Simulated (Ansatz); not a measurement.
Computed with Ansatz on PBE0-D4/def2-TZVP structures; ΔE is electronic, products minus reactants. CBS: MP2 limit from def2 TZ/QZ plus the TZ coupled-cluster correction, frozen cores. DFT in def2-TZVPP. B3LYP here is the variant with VWN-RPA as its local correlation; programs differ in this. Elements past krypton have def2 core potentials. For Sn outer-core shells are correlated without core-valence functions, which leaves a few kJ/mol of doubt a bond. Each species was taken in one conformer, which may not be the lowest.

`BN(C=C)[SiH2]C` + `[SiH3][AlH][SnH3]` → `C[SiH2][AlH][SnH3]` + `BN([SiH3])C=C`  (redistribution)

Question: Is it downhill or uphill in electronic energy at CCSD(T)/CBS, and by how much? (An estimate is asked.)

Answer: Ansatz gave: Uphill: ΔE = +10.3 kJ/mol.

Question: What do these levels give: B3LYP, MP2/def2-TZVPP, CCSD(T)/def2-TZVPP, MP2/def2-QZVPP, HF/CBS(def2), MP2/CBS(def2)? (An estimate is asked.)

Answer: Computed: B3LYP 9.5, MP2/def2-TZVPP 9.9, CCSD(T)/def2-TZVPP 10.7, MP2/def2-QZVPP 9.6, HF/CBS(def2) 9.1, MP2/CBS(def2) 9.5 kJ/mol.

Largest T1 diagnostic among the species: 0.014.
